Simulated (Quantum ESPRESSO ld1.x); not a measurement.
Nd4+, 56 electrons, occupied as [Xe] 4f2 (the NIST ground configuration). Calculated with ld1.x of Quantum ESPRESSO 7.5: Dirac Kohn-Sham, PBE, spin-unpolarised, spherical densities, point nucleus; open shells are shared between the two j in proportion to 2j + 1. Some entries of the table are withheld. Estimate them.

orbital,occ.,eigenvalue (Ry),<1/r> (bohr^-1),<r> (bohr)
1s1/2,2,-3190.85,66.06,0.02363
2s1/2,2,-519.068,15.63,0.1005
2p1/2,2,-491.221,15.61,0.08423
2p3/2,4,-453.004,14.03,0.09064
3s1/2,2,-115.732,5.664,0.2660
3p1/2,2,-103.851,5.577,0.2557
3p3/2,4,-96.2238,5.181,0.2681
3d3/2,4,-75.5457,5.050,0.2395
3d5/2,6,-73.8984,4.950,0.2434
4s1/2,2,(1),2.364,0.6047
4p1/2,2,-21.5649,2.260,(2)
4p3/2,4,-19.8880,2.130,(3)
4d3/2,4,-12.4854,1.918,0.6921
4d5/2,6,-12.1849,1.886,0.7016
5s1/2,2,-6.09665,0.9548,1.398
5p1/2,2,-4.78904,0.8619,1.533
5p3/2,4,-4.51238,0.8187,1.600
4f5/2,0.857143,-3.67649,1.416,0.8968
4f7/2,1.14286,-3.63858,1.405,0.9038
5d3/2,0,-2.67909,0.6307,2.041
5d5/2,0,-2.64476,0.6224,2.065
6s1/2,0,-2.22748,0.4334,2.999

Answer. 
(1) 4s1/2 eigenvalue (Ry): -26.0612
(2) 4p1/2 <r> (bohr): 0.6203
(3) 4p3/2 <r> (bohr): 0.6477
